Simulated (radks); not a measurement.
Values are calculated unless marked as measured or tabulated.
Numerical settings for the potassium ion K+, [Ar]. Level of theory: non-relativistic Kohn-Sham, SCAN, spin-unpolarised, spherical densities, point nucleus; meta-GGA in the generalised Kohn-Sham scheme (a radial shooting solver on a logarithmic mesh with Libxc functionals). The defaults (mesh step 0.008 in ln r, mesh end at 40 bohr or more with all orbitals vanishing there, Anderson mixing 0.5 over 9 steps, residual threshold near 1e-9 with the energy settled to 1e-9 hartree or 1e-11 of itself, here a cap of 72 iterations) give E = -599.817 hartree and 3p at -25.492 eV in 13 iterations. Run on one thread of a shared host, so times are rough (Arm Neoverse V2): 0.05 s of CPU time, 0.05 s wall, 13 iterations on 2476 mesh points. Changes against that run (0 stands for a change within the tolerance of the run):

[
 {"setting": "mesh step in ln r 0.005", "iterations": "14", "converged": "yes", "E (mhartree)": "-0.286", "e(3p) (meV)": "-0.0389", "CPU (s)": "0.08"},
 {"setting": "mesh step in ln r 0.12", "iterations": "4", "converged": "no", "E (mhartree)": "diverged", "e(3p) (meV)": "-", "CPU (s)": "0"},
 {"setting": "mesh step in ln r 0.012", "iterations": "13", "converged": "yes", "E (mhartree)": "-3.34", "e(3p) (meV)": "+1.28", "CPU (s)": "0.04"},
 {"setting": "mesh end (bohr) 8", "iterations": "13", "converged": "yes", "E (mhartree)": "-0.283", "e(3p) (meV)": "+0.116", "CPU (s)": "0.05"},
 {"setting": "mesh end (bohr) 5", "iterations": "13", "converged": "yes", "E (mhartree)": "+2.66", "e(3p) (meV)": "+93.7", "CPU (s)": "0.05"},
 {"setting": "residual threshold 0.001", "iterations": "12", "converged": "yes", "E (mhartree)": "0", "e(3p) (meV)": "0", "CPU (s)": "0.05"},
 {"setting": "residual threshold 0.1", "iterations": "12", "converged": "yes", "E (mhartree)": "0", "e(3p) (meV)": "0", "CPU (s)": "0.05"},
 {"setting": "mixing 0.05", "iterations": "18", "converged": "yes", "E (mhartree)": "0", "e(3p) (meV)": "0", "CPU (s)": "0.07"},
 {"setting": "linear mixing, mixing 1", "iterations": "35", "converged": "yes", "E (mhartree)": "0", "e(3p) (meV)": "+0.00439", "CPU (s)": "0.13"},
 {"setting": "linear mixing, mixing 0.8", "iterations": "15", "converged": "yes", "E (mhartree)": "0", "e(3p) (meV)": "0", "CPU (s)": "0.06"},
 {"setting": "mixing history 3", "iterations": "16", "converged": "yes", "E (mhartree)": "0", "e(3p) (meV)": "0", "CPU (s)": "0.06"},
 {"setting": "iteration cap 8", "iterations": "8", "converged": "no", "E (mhartree)": "0", "e(3p) (meV)": "+0.175", "CPU (s)": "0.03"}
]

Settings that end as converged yet miss the energy by more than 1 mhartree: mesh step in ln r 0.012 (-0.00334 hartree); mesh end (bohr) 5 (+0.00266 hartree). A mesh that ends early acts as a hard wall.
